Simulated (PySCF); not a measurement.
Relaxation of quintet IrF₃

All numbers come from PySCF, UPBE0, basis Ir def2-SVP with ECP60, F def2-SVP (scalar-relativistic core potentials, no spin–orbit coupling, density fitting). A (50,194) grid was used.

A hand-made trigonal planar start, of D3h symmetry, held to at least that symmetry:

Coordinates in bohr (charge 0 multiplicity 5):
```
Ir    0.0000    0.0000    0.0000
F     3.5149    0.0000    0.0000
F    -1.7574    3.0440    0.0000
F    -1.7574   -3.0440    0.0000
```

**Question.** What does it relax to?

**Answer.** It ends at D3h with Ir–F 1.911 Å (×3); F–Ir–F 120.0° (×3). A frequency run shows 2 imaginary modes (one degenerate set), down to 107i cm⁻¹, so it is a higher-order saddle point. Other isomers or separated fragments may lie lower.

**Question.** How much energy is released, and in how many steps?

**Answer.** 12.2 kJ/mol in 4 steps.

Other spin states or occupations of the open shell can lie lower. At this level a triplet minimum of C2v symmetry lies 87 kJ/mol below this structure. With an element this heavy the missing spin–orbit coupling can shift these numbers.
